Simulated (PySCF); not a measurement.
Nb(F)4(Me) (CH3F4Nb), SMILES [CH3][Nb]([F])([F])([F])[F], multiplicity 1. Coordinates come from a r2SCAN-D4/def2-SVP optimisation. The multiplicity is an assumed one; no other spin state was optimised. The structure was generated by enumeration; whether it is a known compound was not checked. The def2 effective core potentials stand for the cores of Nb; spin–orbit coupling is left out.

Computed equilibrium geometry at r2SCAN-D4/def2-SVP (PySCF confirms it by a frequency run) as a Z-matrix:
```
Nb
F 1 1.8504
F 1 1.8519 2 129.38
F 1 1.8767 2 91.60 3 -91.71
F 1 1.8772 2 91.57 4 -176.62
C 1 2.1231 2 115.55 5 87.55
H 6 1.0999 1 111.54 2 72.26
H 6 1.1016 7 111.37 4 136.54
H 6 1.1061 7 109.43 8 119.93
```
Charge 0, spin multiplicity 1.
